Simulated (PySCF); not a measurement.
CH7FSi2.
Numbering: `[F:1][SiH2:2][CH2:3][SiH3:4]` (hydrogens: H5, H6 on Si2; H7, H8 on C3; H9, H10, H11 on Si4)

Cartesian coordinates in Å at the PBE0-D3(BJ)/def2-SVP level; atoms count from 1:
```
atom  x, y, z in Å
F1     1.5968    1.6784   -0.2094
Si2    1.6359    0.0811    0.1080
C3     0.0773   -0.7001   -0.5461
Si4   -1.5388    0.0130    0.1139
H5     2.8478   -0.4781   -0.5568
H6     1.7348   -0.0822    1.5865
H7     0.0772   -0.6261   -1.6473
H8     0.1130   -1.7767   -0.2992
H9    -1.5836   -0.1296    1.6017
H10   -2.7044   -0.7181   -0.4711
H11   -1.6545    1.4599   -0.2330
```

Level: CAM-B3LYP/def2-SVPD in PySCF, non-relativistic, on one gas-phase PBE0-D3(BJ)/def2-SVP geometry that isn't relaxed in the solvent. The solvent is an IEF-PCM continuum (Bondi radii, 1.10 Å for H, scaled by 1.2), and excitations are vertical TDDFT with non-equilibrium linear response and a frozen core. The model holds no explicit solvent molecules, cavitation or dispersion.

Gas-phase singlets (H = HOMO, L = LUMO):

```
state  E (eV)  λ (nm)      f               leading configurations
   S1   7.936     156  0.048                   H→L+1 42%, H→L 41%
   S2   8.149     152  0.010  H-1→L+1 35%, H-1→L 31%, H-3→L+1 11%
   S3   8.222     151  0.021                   H→L+1 49%, H→L 42%
   S4   8.555     145  0.004               H-1→L 45%, H-1→L+1 37%
   S5   8.773     141  0.011               H-2→L 55%, H-2→L+1 23%
```

Give the list for water (ε = 78.36), n² = 1.78.

| state | E (eV) | λ (nm) | f | leading configurations | change by rank (eV) |
| --- | --- | --- | --- | --- | --- |
| S1 | 7.848 | 158 | 0.064 | H→L 74%, H→L+1 10% | -0.088 |
| S2 | 8.090 | 153 | 0.014 | H-1→L 59%, H-3→L 13%, H-1→L+1 10% | -0.059 |
| S3 | 8.280 | 150 | 0.049 | H→L+1 82%, H→L 10% | +0.058 |
| S4 | 8.579 | 145 | 0.009 | H-1→L+1 61%, H-1→L 16% | +0.024 |
| S5 | 8.777 | 141 | 0.026 | H-2→L 47%, H-2→L+1 32% | +0.004 |

How do the frontier levels move from gas to water?

| orbital | gas (eV) | solvent (eV) | change (eV) | Löwdin shares, gas | Löwdin shares, solvent |
| --- | --- | --- | --- | --- | --- |
| LUMO+2 | 1.57 | 1.69 | +0.12 | Si4 46 %, H9 12 %, H11 10 %, H10 9 % | Si4 46 %, H9 12 %, H11 11 %, H10 9 % |
| LUMO+1 | 1.07 | 1.37 | +0.30 | Si2 22 %, C3 14 %, Si4 14 %, H6 10 % | Si4 21 %, Si2 17 %, C3 14 %, H6 8 % |
| LUMO | 0.95 | 1.04 | +0.09 | Si2 27 %, Si4 24 %, C3 10 %, F1 7 % | Si2 32 %, Si4 20 %, F1 12 %, C3 7 % |
| HOMO | -10.30 | -10.08 | +0.22 | C3 30 %, Si2 18 %, Si4 17 %, H10 13 % | C3 32 %, Si2 19 %, Si4 17 %, H10 12 % |
| HOMO-1 | -10.68 | -10.47 | +0.21 | C3 19 %, Si2 17 %, Si4 15 %, H6 14 % | C3 21 %, Si2 16 %, Si4 15 %, H6 14 % |
| HOMO-2 | -11.00 | -10.85 | +0.15 | Si4 39 %, H11 25 %, H9 22 %, C3 8 % | Si4 38 %, H11 25 %, H9 22 %, C3 8 % |
| HOMO-3 | -11.23 | -11.06 | +0.17 | Si4 21 %, Si2 17 %, H6 15 %, C3 12 % | Si4 20 %, Si2 18 %, H6 16 %, C3 11 % |

The HOMO–LUMO gap goes from 11.26 to 11.12 eV.

On Arm Neoverse V1, one thread, shared host with 32 logical CPUs at a one-minute load of 30, this took 20 s wall and 0.74 GiB of memory at its peak. This is the whole response run at CAM-B3LYP/def2-SVPD in water, SCF included.
